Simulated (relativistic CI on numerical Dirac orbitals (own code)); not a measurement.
**Hyperfine structure of Pb58+, mass number 207**

Computed by Dirac-Coulomb-Breit CI, orbitals from a KLI potential per configuration, model QED, unscaled Slater integrals (own radial code, finite nucleus).

CI space (outside the closed core [Ne]): 3s2 3p6 3d6, 3s2 3p5 3d7, 3s2 3p4 3d8, 3s 3p6 3d7, 3p6 3d8, 3s 3p5 3d8, 3s2 3p6 3d5 4s, 3s2 3p6 3d5 4p, 3s2 3p4 3d7 4s, 3s2 3p6 3d5 4d, 3s2 3p5 3d6 4s, 3s2 3p6 3d5 4f, 3s2 3p6 3d4 4s2, 3s 3p6 3d6 4s, 3p6 3d7 4s, 3p6 3d7 4p. Levels of other configurations are missing.

Nuclear spin I = 1/2, μ = 0.5906 μN (tables of Stone and Pyykkö). The electronic factors are computed for point nuclear moments, without core polarisation or the Bohr-Weisskopf and QED corrections.

```csv
Level,E (eV),A (MHz)
3s2 3p6 3d6 5D_3,106.653,45530
3s2 3p6 3d6 3H_6,116.419,95340
3s2 3p6 3d6 3G_5,116.617,85500
3s2 3p6 3d6 3P_1,144.332,42950
```

Levels with J = 0, under 50 % of one LS term, or S terms without an open s electron are left out. Small factors come from cancelling terms and can be off by tens of per cent or more.

At this charge energies of transitions that change n are usually good to better than 1 %, and those within a shell (Δn = 0) to a few per cent.

Question: Give the hyperfine levels of 3s2 3p6 3d6 5D_3 relative to its centre of gravity.

Answer: With K = F(F + 1) − I(I + 1) − J(J + 1), E = AK/2: F = 5/2: -91060, F = 7/2: 68300 MHz.

LS names give the leading component of a level, which can be under half, so a name can repeat, a term be missing and a line seem to break the LS rules.
